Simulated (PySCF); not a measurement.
C₂H₆GeO₂.

```xyz
11

C     -2.8526     0.5095    -1.0689
C     -1.7375    -0.0689    -0.6081
O     -0.8098     0.6015     0.1223
Ge     0.7578    -0.1547     0.5672
O      1.7624    -0.3279    -0.8827
H     -3.0568     1.5665    -0.8794
H     -3.5722    -0.0802    -1.6388
H     -1.5282    -1.1340    -0.8001
H      0.5237    -1.5921     1.0312
H      1.3348     0.8373     1.5774
H      1.9691     0.5215    -1.2959
```
Charge 0, spin multiplicity 1.

Geometry optimised at r2SCAN-D4/def2-SVP. The structure was generated by enumeration, and PubChem lists no compound with its InChIKey, so it may never have been made. One conformer was computed; it need not be the lowest.

All values below come from PBE/pcSseg-1 (PySCF). Non-relativistic, no solvent.

Computed absolute GIAO shielding of each atom: isotropic value and principal components (ppm):
```json
[
 {"atom": "C1", "σ(iso)": "84.8", "σ11": "-13.9", "σ22": "116.6", "σ33": "151.8", "span": "165.8"},
 {"atom": "C2", "σ(iso)": "23.7", "σ11": "-79.3", "σ22": "56.3", "σ33": "93.9", "span": "173.2"},
 {"atom": "O3", "σ(iso)": "145.0", "σ11": "74.5", "σ22": "88.5", "σ33": "271.9", "span": "197.5"},
 {"atom": "Ge4", "σ(iso)": "1253.9", "σ11": "1204.2", "σ22": "1247.5", "σ33": "1310.2", "span": "106.0"},
 {"atom": "O5", "σ(iso)": "266.8", "σ11": "208.5", "σ22": "274.5", "σ33": "317.3", "span": "108.8"},
 {"atom": "H6", "σ(iso)": "26.5", "σ11": "23.6", "σ22": "25.2", "σ33": "30.7", "span": "7.1"},
 {"atom": "H7", "σ(iso)": "26.9", "σ11": "24.7", "σ22": "26.0", "σ33": "30.1", "span": "5.3"},
 {"atom": "H8", "σ(iso)": "24.4", "σ11": "21.2", "σ22": "22.7", "σ33": "29.1", "span": "7.9"},
 {"atom": "H9", "σ(iso)": "25.8", "σ11": "19.7", "σ22": "21.1", "σ33": "36.5", "span": "16.9"},
 {"atom": "H10", "σ(iso)": "25.5", "σ11": "19.0", "σ22": "20.7", "σ33": "36.9", "span": "17.9"},
 {"atom": "H11", "σ(iso)": "29.9", "σ11": "22.4", "σ22": "25.3", "σ33": "42.0", "span": "19.6"}
]
```
